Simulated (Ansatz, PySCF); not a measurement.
System: C₃H₆O (charge 0, singlet). 
Coordinates optimised at B3LYP-D3(BJ)/def2-TZVP (Ansatz, a quantum-chemistry and plane-wave program):
```
C
C 1 1.3271
H 2 1.0825 1 121.90
H 2 1.0847 3 116.79 1 179.46
H 1 1.0863 2 120.26 3 -1.03
C 1 1.4963 5 115.57 2 178.75
H 6 1.0922 1 110.53 5 60.03
H 6 1.0967 7 107.77 1 -120.37
O 6 1.4280 7 105.02 8 -118.62
H 9 0.9640 6 107.86 7 -175.79
```

Total electronic energies in hartree. Valence correlation only, unless marked. No spin-orbit coupling. No relativistic terms. Basis-set limits of correlation are two-point, X^-3; Hartree-Fock from the larger set. [CCSD(T)-MP2]/basis is that difference in the basis named.

| level | program | energy (Eh) |
|---|---|---|
| RI-HF/aug-cc-pVTZ | Ansatz | -192.00077 |
| BLYP-D3(BJ)/def2-TZVPD | Ansatz + dftd3 | -193.13625 |
| revPBE/def2-TZVPD | Ansatz | -193.13745 |
| r2SCAN/def2-TZVPD | PySCF | -193.08157 |
| B3LYP-D4/def2-TZVPD | Ansatz + dftd4 | -193.21271 |
| PBE0-D4/def2-TZVP | Ansatz + dftd4 | -192.97025 |
| TPSSh-D3(BJ)/def2-TZVPD | PySCF + dftd3 | -193.21129 |
| MP2/aug-cc-pVTZ | Ansatz | -192.75554 |
| RI-MP2/CBS(aug-cc-pVTZ,aug-cc-pVQZ)+[CCSD(T)-MP2]/aug-cc-pVTZ | Ansatz | -192.9057 |

Totals of different functionals don't rank their quality; only differences between species are comparable.
